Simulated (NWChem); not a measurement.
System meant: C$_{2}$H$_{4}$F$_{2}$ cation, doublet; SMILES of the neutral closed-shell parent C(F)(C)F

Input file for NWChem:

```
start job
memory heap 200 mb stack 900 mb global 1100 mb
charge 1
geometry units angstroms noautoz
  C      0.000863     1.565236    -0.165608
  C     -0.000312    -0.217193     0.361484
  F     -1.086668    -0.706371    -0.135916
  F      1.084457    -0.708246    -0.137244
  H     -0.001776     1.411964    -1.246232
  H     -0.926854     1.919323     0.283805
  H      0.931624     1.916635     0.279592
  H      0.000468    -0.040924     1.450144
end
basis spherical
  * library def2-svp
end
dft
  odft
  mult 2
  xc b3lyp
  iterations 4
  mulliken
end
task dft energy
```

End of the output:

```
     --------------------------
     Expectation value of S2:
     --------------------------
      <S2> =      0.7522 (Exact =     0.7500)

 center of mass
 --------------
 x =  -0.03514761 y =  -0.18652011 z =   0.00000000

 moments of inertia (a.u.)
 ------------------
         373.179704590433           0.000005134166           0.000000000000
           0.000005134166         188.805832183242           0.000000000000
           0.000000000000           0.000000000000         229.750026880696

     Multipole analysis of the density
     ---------------------------------

     L   x y z        total         alpha         beta         nuclear
     -   - - -        -----         -----         ----         -------
     0   0 0 0      1.000000    -17.000000    -16.000000     34.000000

     1   1 0 0      0.624494      0.231329      0.393165     -0.000000
     1   0 1 0      1.269145      0.179346      1.089799     -0.000000
     1   0 0 1     -0.000000     -0.000000      0.000000      0.000000

     2   2 0 0    -12.672776    -16.050072    -14.685055     18.062352
     2   1 1 0     -0.692995      0.534307     -0.131925     -1.095377
     2   1 0 1     -0.000000     -0.000000     -0.000000      0.000000
     2   0 2 0     -9.945677    -67.239060    -61.853451    119.146834
     2   0 1 1     -0.000000     -0.000000     -0.000000      0.000000
     2   0 0 2    -14.802315    -49.127711    -47.591348     81.916745

 ------------------------------------------------------------------------
 dft energy failed                                                                                  0
 ------------------------------------------------------------------------
 ------------------------------------------------------------------------
  current input line :
    24: task dft energy
 ------------------------------------------------------------------------
 ------------------------------------------------------------------------
 This type of error is most commonly associated with calculations not reaching convergence criteria
 ------------------------------------------------------------------------
 For more information see the NWChem manual at https://nwchemgit.github.io

0:dft energy failed:Received an Error in Communication
```

Q: What is wrong, and how is it mended?

A: Convergence was not reached. Cause: the SCF was allowed too few iterations. This input runs:
```
start job
memory heap 200 mb stack 900 mb global 1100 mb
charge 1
geometry units angstroms noautoz
  C      0.000863     1.565236    -0.165608
  C     -0.000312    -0.217193     0.361484
  F     -1.086668    -0.706371    -0.135916
  F      1.084457    -0.708246    -0.137244
  H     -0.001776     1.411964    -1.246232
  H     -0.926854     1.919323     0.283805
  H      0.931624     1.916635     0.279592
  H      0.000468    -0.040924     1.450144
end
basis spherical
  C library def2-svp
  F library def2-svp
  H library def2-svp
end
dft
  odft
  mult 2
  xc b3lyp
  iterations 150
  mulliken
end
task dft energy
```
It converges to -277.67407 Ha (B3LYP/def2-SVP, spin-unrestricted).
